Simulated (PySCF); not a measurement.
## Electronic structure of Si⁻ (silicon, charge -1) at the LDA level

Configuration: [Ne] 3s2 3p3, high-spin 4S determinant. Computed with PySCF 2.14 in x2c-TZVPPall with one added diffuse shell each of s, p, d type (6s6p4d1f, 51 functions), with scalar relativity by spin-free X2C-1e.

```
Total energy                        : -288.8666 hartree
One-electron energy                 : -404.7584 hartree
Hartree (Coulomb) energy            : 135.7408 hartree
Exchange-correlation energy         : -19.8491 hartree
⟨S²⟩                                : 3.7506
⟨L²⟩                                : 0.000
Sum of ⟨r⟩                          : 19.14 bohr
Sum of ⟨r²⟩                         : 58.24 bohr²
Langevin diamagnetic susceptibility : -46.1 ×10⁻⁶ cm³/mol
```

```csv
shell,electrons,mean orbital energy (eV),"rms radius, mean of both spins (bohr)"
1s α,1,-1770.4,0.129
1s β,1,-1770.2,0.129
2s α,1,-131.75,0.623
2s β,1,-131.53,0.623
2p α,3,-88.678,0.606
2p β,3,-88.394,0.606
3s α,1,-5.134,2.45
3s β,1,-3.416,2.45
3p α,3,1.100,3.80
```

At LDA the highest occupied level has a positive energy, so only the finite basis holds that electron; in a semilocal or global hybrid functional this comes from self-interaction and does not mean that the real anion is unbound.

Densities and radii are taken from the X2C orbitals without a picture-change correction, which distorts them close to the nucleus.
